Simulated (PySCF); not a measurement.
Simulation results for AlB2ClH4, CH6Al2

Computed with PySCF 2.14.0. Calculation on a computer-drawn molecule: optimised geometry and harmonic frequencies of an isolated molecule of the commonest isotopes, restricted reference for singlets and unrestricted otherwise, frozen core in MP2.

Common to all runs: charge 0; multiplicity 1; method HF; basis cc-pV(D+d)Z.

(1) AlB2ClH4

Start structure:
```xyz
8
AlB2ClH4
Al     1.3782     1.8209    -1.6515
B      1.4989    -0.2590    -1.2420
B      1.1873    -0.0258     0.3105
Cl     1.9885     1.6077     0.5405
H      2.6069     2.3684    -2.3877
H      0.0994     2.8540    -1.4716
H      2.3935    -0.7377    -1.8538
H      0.4915    -0.4367     1.2181
```

- rotational constants: ?
- total energy: ?

Drawn bonds:
```csv
atom,other atom,order
1,2,1
2,3,1
3,4,1
1,5,1
1,6,1
2,7,1
3,8,1
```

(2) CH6Al2

Start structure:
```xyz
9
CH6Al2
Al     1.4103    -0.3605     0.5849
C      0.0730     0.3936    -0.7326
Al    -0.9533     0.8062     0.8789
H      2.9407    -0.5237     0.8172
H      0.4430    -1.2772     1.5325
H     -0.1890    -0.2384    -1.4946
H      0.4330     1.3403    -1.2760
H     -2.4513     0.8915     1.2753
H      0.0748     1.3948     1.9898
```

* total energy: ?
* rotational constants: ?

Drawn bonds:
```csv
atom,other atom,order
1,2,1
2,3,1
1,4,1
1,5,1
2,6,1
2,7,1
3,8,1
3,9,1
```

## Withheld values
1. Estimate the rotational constants of AlB2ClH4 (entry 1).
2. AlB2ClH4 (entry 1): total energy?
3. CH6Al2 (entry 2): total energy?
4. CH6Al2 (entry 2): rotational constants?

Calculated values
1. 12.66, 1.472, 1.384 GHz
2. -753.1057 hartree
3. -525.1831 hartree
4. 21.25, 2.701, 2.624 GHz

Further results for AlB2ClH4 (entry 1):

* convergence status largest gradient component: 1.923e-05 hartree/bohr

Optimised structure:
```xyz
8
AlB2ClH4
Al     1.2588     2.0864    -2.1205
B      1.5571     0.2419    -1.0541
B      1.4218     0.0269     0.6028
Cl     2.8456     0.3108     1.6337
H      2.4757     3.0585    -2.4082
H     -0.1813     2.4771    -2.6561
H      1.8494    -0.7280    -1.7114
H      0.4172    -0.2818     1.1763
```

Modes:
```csv
frequency (cm⁻¹),reduced mass (dalton)
74.28,6.769
125.5,1.159
179.8,2.325
242.2,2.367
403.1,1.132
488,3.251
564.8,1.248
692.3,2.127
740.3,1.392
811.9,2.443
837.8,1.126
925.3,1.694
976.8,1.658
1161,2.069
1968,1.049
1975,1.035
2653,1.089
2730,1.093
```

Further results for CH6Al2 (entry 2):

* convergence status largest gradient component: 8.366e-06 hartree/bohr

Optimised structure:
```xyz
9
CH6Al2
Al     1.4512    -0.9050     0.4416
C      0.1654     0.3745    -0.2765
Al    -1.0284     1.3571     0.9132
H      2.9060    -0.4347     0.8552
H      1.0484    -2.4243     0.6363
H     -0.4740    -0.1800    -0.9792
H      0.7439     1.1251    -0.8351
H     -2.4441     0.7618     1.3003
H     -0.5872     2.7521     1.5196
```

Modes:
```csv
frequency (cm⁻¹),reduced mass (dalton)
86.21,1.017
95.54,1.193
152.1,4.118
443.3,1.031
457.8,1.087
521.6,3.483
576.5,1.144
695.7,1.414
729.2,2.301
738.1,1.516
835.3,1.066
868.5,1.084
916.8,1.672
955.4,1.044
1458,1.098
1968,1.059
1972,1.06
1973,1.024
1985,1.026
3122,1.055
3188,1.103
```
